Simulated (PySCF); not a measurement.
# Magnetic susceptibility: `O=CO[C@@H]1[C@H]2C[C@]1(Cl)C2`, C$_{6}$H$_{7}$ClO$_{2}$

Geometry:
| atom | x (Å) | y (Å) | z (Å) |
| --- | --- | --- | --- |
| O1 | 3.051 | 1.086 | -0.360 |
| C2 | 2.758 | -0.043 | -0.107 |
| O3 | 1.541 | -0.538 | 0.062 |
| C4 | 0.443 | 0.344 | -0.086 |
| C5 | -0.734 | 0.164 | 0.894 |
| C6 | -1.611 | 0.861 | -0.162 |
| C7 | -0.748 | -0.153 | -0.928 |
| Cl8 | -0.752 | -0.447 | -2.648 |
| C9 | -1.043 | -1.170 | 0.186 |
| H10 | 3.484 | -0.861 | 0.032 |
| H11 | 0.804 | 1.356 | -0.274 |
| H12 | -0.716 | 0.349 | 1.959 |
| H13 | -2.675 | 0.648 | -0.125 |
| H14 | -1.421 | 1.914 | -0.354 |
| H15 | -0.322 | -1.970 | 0.313 |
| H16 | -2.066 | -1.531 | 0.249 |

Level of theory: GIAO OLYP/pcSseg-0 magnetisability, rotational g tensor and spin-rotation constants, non-relativistic, gas phase in PySCF 2.14.0. Geometry: GFN2-xTB.

(1) What are the magnetisability and the molar susceptibility?

(2) Split it along the inertial axes a, b, c into diamagnetic and paramagnetic parts about the centre of mass, with the quadrupole moment.

(3) And the rotational g tensor?

Answers

(1) Isotropic -1437 × 10⁻³⁰ J/T², or -86.5 × 10⁻⁶ cm³/mol; principal values -1658, -1349, -1305 × 10⁻³⁰ J/T², anisotropy 334 × 10⁻³⁰ J/T² (root of half the summed squared differences of the principal values). The susceptibility is in cgs units.

(2) 
| axis | χ (10⁻⁶ cm³/mol) | diamagnetic (10⁻⁶ cm³/mol) | paramagnetic (10⁻⁶ cm³/mol) | summed x² of all electrons (Å²) | quadrupole Θ (D Å) |
| --- | --- | --- | --- | --- | --- |
| a | -83.1 | -676.8 | 593.7 | 228.9 | -3.67 |
| b | -96.7 | -1183.4 | 1086.6 | 109.5 | +2.07 |
| c | -79.8 | -1435.6 | 1355.8 | 50.0 | +1.60 |

Anisotropies 2χaa − χbb − χcc = +10.3 and 2χbb − χaa − χcc = -30.6 × 10⁻⁶ cm³/mol. Θ is traceless in Buckingham's convention.

(3) 
```tsv
axis	rotational constant (GHz)	g	nuclear part	electronic part
a	2.0858	-0.0220	0.5597	-0.5817
b	1.0676	-0.0061	0.5389	-0.5450
c	0.8517	-0.0116	0.5309	-0.5425
```
Asymmetric top; isotopes 12C, 35Cl, 1H, 16O; no vibrational averaging.
